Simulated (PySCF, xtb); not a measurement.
F3HOSi, SMILES F[Si](F)(F)O. One conformer was computed; it need not be the lowest.

Harmonic wavenumbers (cm⁻¹) from GFN2-xTB in xtb 6.7.1 at its own minimum, in rising order: 142, 191, 205, 278, 286, 288, 748, 783, 949, 991, 1058, 3663.

Q: What does PBE-D3(BJ)/def2-SVP (PySCF) give at its own minimum? (Estimate from the structure and the level; the computed values follow.)

A: 114, 249, 264, 342, 355, 363, 736, 769, 964, 989, 1009, 3787. Paired by order, the mean absolute difference is 47 cm⁻¹ and the zero-point energies are 13.7 and 14.2 kcal/mol.
